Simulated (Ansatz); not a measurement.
`O[B](F)[InH2]` + `FC(Cl)Cl` → `Cl[CH](Cl)[InH2]` + `OB(F)F` at 298.15 K and 1 bar (formal exchange of groups at the In–B bond).

Calculated with Ansatz (gas phase, PBE0-D4/def2-TZVP geometries, no zero-point term in ΔE). CCSD(T)/CBS is the MP2 limit (def2-TZVPP, def2-QZVPP) plus CCSD(T) − MP2 in def2-TZVPP, frozen cores. This one scheme is used for every species. Elements past krypton have def2 core potentials. For In outer-core shells are correlated without core-valence functions, which leaves a few kJ/mol of doubt a bond. One conformer a species, not always the lowest.

```csv
species,CCSD(T)/CBS energy (Eh),H − E (kJ/mol),S (J/(mol·K))
`O[B](F)[InH2]`,-391.45169,105.9,342.0
`FC(Cl)Cl`,-1057.98381,70.3,292.8
`Cl[CH](Cl)[InH2]`,-1149.18442,98.7,359.0
`OB(F)F`,-300.33752,77.6,272.4
```

H − E and S are ideal-gas, rigid-rotor, harmonic terms from PBE0-D4/def2-TZVP, for one conformer and one mirror image of each species. 1 Eh = 2625.50 kJ/mol, R = 8.31446 J/(mol·K).

Question: By hand: ΔE, ΔH, ΔS and ΔG.

Answer: ΔE = (-1149.18442) + (-300.33752) − (-391.45169) − (-1057.98381) = -0.08644 Eh = -226.9 kJ/mol. Δ(H − E) = 98.7 + 77.6 − 105.9 − 70.3 = 0.1, so ΔH = -226.8 kJ/mol. ΔS = 359.0 + 272.4 − 342.0 − 292.8 = -3.4 J/(mol·K). ΔG = -226.8 − 298.15 × (-3.4)/1000 = -225.8 kJ/mol.

Question: By hand: the equilibrium constant, and the temperature at which ΔG would vanish if ΔH and ΔS stayed fixed.

Answer: log₁₀ K = −ΔG/(RT ln 10) = 39.6. ΔG = 0 at ΔH/ΔS = 66706 K, far beyond where these terms or the molecules hold.

The number of gas molecules stays the same, so ΔS is small and ΔH decides. A doubt of 5 kJ/mol in ΔE shifts log₁₀ K by 0.9 here. Other conformers and mirror images would add mixing entropy, several J/(mol·K) or more a flexible species. Modes under 60 cm⁻¹, often nearly free rotors, make the harmonic entropy too high. These are equilibria of isolated gas molecules and say nothing of rates. Largest T1 diagnostic: 0.014 (customary marks: 0.02 for closed shells, 0.045 for open ones).
